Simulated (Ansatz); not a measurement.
Abridged output of a molecular run in Ansatz:

```
Functional definition: HF
1551 factors; integrals over basis functions are off by at most 8.7e-4 eV
mean field evaluation 1: about -27875.8282 eV, gradient 4.5e1 eV
mean field evaluation 2: about -27876.1461 eV, gradient 4.6e1 eV
mean field evaluation 4: about -27880.3351 eV, gradient 3.8e0 eV
mean field evaluation 8: about -27880.4105 eV, gradient 2.6e-1 eV
mean field evaluation 16: about -27880.4108 eV, gradient 2.1e-6 eV
mean field -27880.41084841 eV, -1024.5862006579 hartree, gradient 2.1e-6 eV, S^2 0.000000; 0 other end points of the search recorded, 0 dependent functions left out
14 core orbitals not correlated: weight in the atoms' cores, before any rotation towards them, 1.000 or more for the frozen orbitals, at most 0.000 for the correlated occupied ones
reference -27880.41084841 eV, -1024.5862006579 hartree; 19, 19 occupied and 217, 217 virtual orbitals, 1551 factors
second order -32.63369050 eV of doubles, -0.00000000 eV of singles
cycle   1  -32.72591325 eV  change   -9.2e-2 eV  update   1.2e-1
cycle   2  -33.48066801 eV  change   -7.5e-1 eV  update   3.6e-2
cycle   3  -33.64419440 eV  change   -1.6e-1 eV  update   1.8e-2
cycle   4  -33.62278768 eV  change    2.1e-2 eV  update   3.8e-3
cycle   5  -33.62000377 eV  change    2.8e-3 eV  update   1.7e-3
cycle   6  -33.62102719 eV  change   -1.0e-3 eV  update   4.8e-4
cycle   7  -33.62078083 eV  change    2.5e-4 eV  update   1.8e-4
cycle   8  -33.62062788 eV  change    1.5e-4 eV  update   5.1e-5
cycle   9  -33.62064473 eV  change   -1.7e-5 eV  update   2.0e-5
perturbative correction -1.19420136 eV, -0.0438860906 hartree
Total energy: -27915.22569450 eV, -1025.8656226532 hartree
```

Its atoms:

Z-matrix (Å, degrees):
```
C
F 1 1.335
F 1 1.330 2 107.9
F 1 1.335 2 106.9 3 -115.8
S 1 1.809 2 112.8 3 119.7
Si 5 2.153 1 99.8 2 61.5
H 6 1.481 5 110.9 1 -60.6
H 6 1.481 5 102.2 1 -179.0
H 6 1.481 5 111.0 1 62.6
```

**Question.** Which basis set was used?
A. def2-TZVPPD
B. def2-QZVPP
C. def2-TZVPP
D. def2-SVP

**Answer.** C. It gives 250 functions.

**Question.** Write the keys of the input that set method, charge and spin (a neutral closed shell needs none for the last two).

**Answer.** 
```yaml
correlation: {method: ccsd_t}
```
